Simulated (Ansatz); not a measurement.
Breaking the Te1–H2 bond in hydrogen telluride (SMILES [TeH2]) (multiplicity 1 held, fragments rigid). Energies count from the point at 1.661 Å.
Geometry at that point (charge 0, multiplicity 1):
| atom | x (Å) | y (Å) | z (Å) |
|---|---|---|---|
| Te | 0.0001 | 0.0433 | 0.0016 |
| H | -1.1804 | -1.1248 | -0.0390 |
| H | 1.1777 | -1.1274 | -0.0467 |

R- and RO- levels are restricted; in cc, def2 and unpolarised 6-31G sets they are followed outwards from rest. Unrestricted levels (U-) break spin symmetry where that is lower. Active spaces are followed from a long bond inwards. Levels need not reach the same state.

Correlated levels freeze the cores. Filled d and f shells under p-block atoms count as core.

Programs: Ansatz (a program for electronic structure) with Gaussian orbitals. Each number belongs to the level named beside it. In def2 rows elements past Kr take small-core potentials, without spin–orbit coupling.

```
level                                   energy at R = 5.316 Å (kcal/mol)
--------------------------------------  --------------------------------
R-HF/def2-TZVPP                                                   161.90
U-PBE/def2-TZVPP                                                   73.22
R-r2SCAN/def2-TZVPP                                                    ?
U-r2SCAN/def2-TZVPP                                                72.82
U-B3LYP/def2-TZVPP                                                 73.46
U-MP2/def2-TZVPP                                                       ?
U-CCSD/def2-TZVPP                                                  71.52
FIC-MRCISD on CASSCF(2,2)/def2-TZVPP                               71.59
FIC-MRCISD+Q on CASSCF(2,2)/def2-TZVPP                             72.46
```

Q: What belongs in the gaps?

A: 
- R-r2SCAN/def2-TZVPP, energy at R = 5.316 Å (kcal/mol): 113.71
- U-MP2/def2-TZVPP, energy at R = 5.316 Å (kcal/mol): 69.88

Doubts at one or more of the structures used: a restricted determinant that unrestricted orbitals would lower (R-HF/def2-TZVPP, R-r2SCAN/def2-TZVPP); a spin-contaminated determinant (U-PBE/def2-TZVPP, U-r2SCAN/def2-TZVPP, U-B3LYP/def2-TZVPP, U-MP2/def2-TZVPP, U-CCSD/def2-TZVPP).
